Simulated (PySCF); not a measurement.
Curvature of the energy in the electron number along the 4d series, charge +1

Calculated with PySCF 2.14, in def2-TZVPPD with the def2 core potential (28 electrons), ECP: one orbital is emptied in steps, and each cell gives the departure of E from the straight line at half an electron, in eV (from a cubic fit). The exact functional gives zero.

```tsv
species	orbital	LDA	PBE	r2SCAN	PBE0	BHandHLYP	LC-wPBE	wB97X	UHF
Mo+	4d alpha	-1.31	-1.29	-1.21	-0.90	-0.51	-0.19	-0.27	0.28
Tc+	5s alpha	-0.86	-0.87	-0.77	-0.63	-0.40	-0.02	-0.05	0.05
Ru+	4d beta	-1.37	-1.33	-1.24	-0.91	-0.51	-0.19	-0.30	0.38
Rh+	4d beta	-1.45	-1.41	-1.30	-0.95	-0.51	-0.23	-0.33	0.43
Pd+	4d beta	-1.53	-1.48	-1.37	-0.99	-0.52	-0.28	-0.36	0.48
Ag+	4d beta	-1.62	-1.57	-1.48	-1.06	-0.54	-0.35	-0.42	0.53
Cd+	5s alpha	-0.98	-0.98	-0.86	-0.71	-0.49	-0.06	-0.11	0.03
```

**Question.** How does the mean departure depend on the functional?

**Answer.** LDA -1.30 eV; PBE -1.28 eV; r2SCAN -1.17 eV; PBE0 -0.88 eV; BHandHLYP -0.50 eV; LC-wPBE -0.19 eV; wB97X -0.26 eV; UHF 0.31 eV. Semilocal functionals are convex (delocalisation error), Hartree-Fock is concave or straight, and exact exchange removes curvature roughly in proportion to its share, so among the functionals the range-separated hybrids usually come closest to zero.

No spin-orbit coupling is included.
